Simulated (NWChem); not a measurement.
System meant: SbH2Br; SMILES [Br][SbH2]

The following NWChem deck was run.

```
start job
memory heap 200 mb stack 900 mb global 1100 mb
geometry units angstroms noautoz
  Sb     0.006222     0.953826     0.000000
  H     -1.204569     1.050750     1.215616
  H     -1.204569     1.050750    -1.215616
  Br     0.071893    -1.580296     0.000000
end
basis spherical
  * library def2-svp
end
ecp
  Sb library def2-ecp
end
dft
  odft
  mult 2
  xc pbe0
  iterations 150
  mulliken
end
task dft energy
```

End of the output:

```
 Summary of "ao basis" -> "" (spherical)
 ------------------------------------------------------------------------------
       Tag                 Description            Shells   Functions and Types
 ---------------- ------------------------------  ------  ---------------------
 *                          def2-svp                  on all atoms

                                 NWChem DFT Module
                                 -----------------

 Summary of "ao basis" -> "ao basis" (spherical)
 ------------------------------------------------------------------------------
       Tag                 Description            Shells   Functions and Types
 ---------------- ------------------------------  ------  ---------------------
 Sb                         def2-svp                10       26   4s4p2d
 H                          def2-svp                 3        5   2s1p
 Br                         def2-svp                12       32   5s4p3d

 Summary of "ao basis" -> "ao basis" (spherical)
 ------------------------------------------------------------------------------
       Tag                 Description            Shells   Functions and Types
 ---------------- ------------------------------  ------  ---------------------
 Sb                         def2-svp                10       26   4s4p2d
 H                          def2-svp                 3        5   2s1p
 Br                         def2-svp                12       32   5s4p3d

      Symmetry analysis of basis
      --------------------------

        a'         45
        a"         23

  number of electrons :                   60
  multiplicity        :                    2
 ------------------------------------------------------------------------
  no. of electrons and multiplicity not compatible                  60
 ------------------------------------------------------------------------
 ------------------------------------------------------------------------
  current input line :
    22: task dft energy
 ------------------------------------------------------------------------
 ------------------------------------------------------------------------
 There is an error in the input file
 ------------------------------------------------------------------------
 For more information see the NWChem manual at https://nwchemgit.github.io

0: no. of electrons and multiplicity not compatible:Received an Error in Communication
```

**Question.** Can this run be used? If not, why, and what is the fix?

**Answer.** The program refused the input. Cause: the multiplicity doesn't fit the number of electrons (an even count wants an odd multiplicity, and the reverse). This input runs:
```
start job
memory heap 200 mb stack 900 mb global 1100 mb
geometry units angstroms noautoz
  Sb     0.006222     0.953826     0.000000
  H     -1.204569     1.050750     1.215616
  H     -1.204569     1.050750    -1.215616
  Br     0.071893    -1.580296     0.000000
end
basis spherical
  * library def2-svp
end
ecp
  Sb library def2-ecp
end
dft
  xc pbe0
  iterations 150
  mulliken
end
task dft energy
```
It converges to -2815.01591 Ha (PBE0/def2-SVP with def2 effective core potentials on Sb).
